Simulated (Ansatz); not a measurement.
Cost and result for the atomization energy of CH₄FGaOS, SMILES `C[S][Ga]([OH])[F]` (9 atoms, 8 bonds).

| atom | x (Å) | y (Å) | z (Å) |
| --- | --- | --- | --- |
| C1 | -0.541 | -0.159 | 1.589 |
| S2 | -0.683 | -1.436 | 0.294 |
| Ga3 | 0.245 | -0.385 | -1.354 |
| O4 | 0.878 | 1.265 | -1.188 |
| F5 | 0.414 | -1.121 | -2.934 |
| H6 | 0.500 | 0.082 | 1.795 |
| H7 | -0.991 | -0.591 | 2.483 |
| H8 | -1.083 | 0.744 | 1.317 |
| H9 | 1.260 | 1.601 | -2.003 |

Charge 0, multiplicity 1. Correlated methods include outer-core shells of Ga, which these sets cover unevenly. Scalar relativity is left out up to krypton. The geometry is a stationary point of PBE0-D4/def2-TZVP. It is one conformer, not always the lowest. Program: Ansatz. All runs use 4 threads of an Intel Xeon 6975P-C on a shared host. Times are those of one run each, without the atoms' runs, and a repeat can differ threefold. Electronic energies, without spin–orbit coupling; frozen cores. CCSD(T)/CBS adds CCSD(T) − MP2 in def2-TZVPP to the MP2 limit, and its time is that of the two runs behind it. T1 = 0.013. With those shells the extrapolation isn't a true limit. B3LYP takes the VWN-RPA correlation (the form of Gaussian; ORCA's B3LYP/G). HSE06 is the plane-wave form, built on full-range PBE exchange.

CCSD(T)/CBS is a level of theory with its own doubt, some kJ/mol a heavy atom from the limit and from the frozen cores, so smaller differences don't rank the functionals.

| level | functions | wall time | atomization (kcal/mol) | difference from CCSD(T)/CBS | per bond |
| --- | --- | --- | --- | --- | --- |
| LDA (SPW92)/def2-TZVPP | 239 | 0.8 s | 881.7 | 115.5 | 14.4 |
| revPBE-D4/def2-TZVPP | 239 | 1.1 s | 753.9 | -12.3 | -1.5 |
| PBE-D4/def2-TZVPP (with forces) | 239 | 1.4 s | 776.3 | 10.1 | 1.3 |
| BHLYP-D4/def2-TZVPP | 239 | 2.2 s | 727.8 | -38.4 | -4.8 |
| HSE06-D4/def2-TZVPP | 239 | 2.3 s | 758.7 | -7.5 | -0.9 |
| CAM-B3LYP-D4/def2-TZVPP | 239 | 2.3 s | 760.2 | -6.0 | -0.7 |
| r2SCAN-D4/def2-TZVPP (with forces) | 239 | 2.4 s | 766.3 | 0.1 | 0.0 |
| B3LYP-D4/def2-TZVPP (with forces) | 239 | 2.6 s | 754.0 | -12.2 | -1.5 |
| CCSD(T)/def2-SVP | 112 | 3.9 s | 714.7 | -51.5 | -6.4 |
| ωB97X-V/def2-TZVPP | 239 | 4 s | 764.7 | -1.5 | -0.2 |
| MP2/def2-QZVPP | 450 | 13 s | 780.1 | 13.9 | 1.7 |
| CCSD(T)/def2-TZVPP | 239 | 47 s | 746.1 | -20.1 | -2.5 |
| CCSD(T)/CBS(def2) | – | 59 s | 766.2 | 0.0 | 0.0 |

At CCSD(T), def2-SVP lies −51.4 kcal/mol from the extrapolated value and def2-TZVPP −20.1 kcal/mol: correlation converges slowly with the basis, and small sets miss more of it in the bonded molecule than in its fragments. From r2SCAN to r2SCAN0 (25 % exact exchange), in def2-TZVPP and without D4, the atomization energy moves by −17.6 kcal/mol: exact exchange takes away binding that semilocal exchange gives to molecules. The D4 term adds +7.6 kcal/mol with B3LYP and +4.0 kcal/mol with PBE0; it sums over pairs of atoms, weighted by their polarisabilities, and B3LYP, whose exchange is more repulsive, gets the larger term.
